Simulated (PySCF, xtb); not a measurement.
C4H4BF, SMILES FB1C=CC=C1.

GFN2-xTB run with xtb at its own geometry gives an orbital gap of 2.00 eV and a dipole moment of 1.52 D.

Geometry: B3LYP-D3(BJ)/def2-SVP. This is a generated structure with no PubChem entry under its InChIKey; it may be hypothetical.

### Question
What does PBE/def2-TZVP in PySCF give? (Estimate from the structure and the level; the computed values follow.)

### Answer
gap 2.21 eV (levels -5.78 and -3.56 eV), dipole 1.59 D.
